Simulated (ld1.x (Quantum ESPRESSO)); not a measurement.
# Ta (Z = 73), RRKJ: configuration errors across variants

```json
{
  "Element": "tantalum",
  "Generator": "ld1.x (Quantum ESPRESSO) 7.5",
  "Type": "norm-conserving RRKJ (Kleinman–Bylander form)",
  "Functional": "LDA (PZ)",
  "Relativity": "scalar-relativistic",
  "Frozen core": "[Xe] 4f14",
  "Valence charge": "5",
  "Reference configuration": "5d3 6s1.75 6p0 (charge +0.25)",
  "Partial waves": "6p (bound, empty): rc 2.80 bohr; 5d (bound): rc 2.10 bohr; 6s (bound): rc 2.05 bohr",
  "Local potential": "the s channel",
  "Core correction": "none"
}
```

All-electron excitation energies from the reference (eV): (1) 5d3 6s2 6p0 -1.591; (2) 5d3 6s1 6p0 7.111; (3) 5d3 6s0 6p0 22.419; (4) 5d3.5 6s1.5 6p0 -0.606; (5) 5d3 6s1 6p1 2.668; (6) 5d3 6s0 6p1 12.298; (7) 5d2 6s2 6p1 1.499; (8) 5d3 6s1.75 6p0 spin -1.213; (9) 5d3 6s2 6p0 spin -2.638.

Spin tests fill each open shell by Hund’s rule, majority spin first.

5 further variants failed, have other tests or too few solved ones, and are left out.

Errors AE − PS in meV (a dash: test not solved or not reliable):

```tsv
change	(1)	(2)	(3)	(4)	(5)	(6)	(7)	(8)	(9)	bound ghosts
base	+1.3	+7.9	+72	+2.9	+2.7	+39	+32	+1424	+1329	none
wave 5d (bound): rc 2.10 bohr becomes 5d (bound): rc 1.74 bohr	+1.3	+7.9	+73	+2.9	+2.8	+40	+32	+1429	+1334	none
type TM semilocal	+1.3	+8.2	+77	+3.8	+3.4	+46	+36	+1425	+1329	none
```

Question: Give the same row for: core correction a·sin(br)/r model core inside 1.58 bohr.

Answer: +0.5, -2.9, -26, -6.2, -2.9, -11, -47, +59, +55; bound ghosts: none.
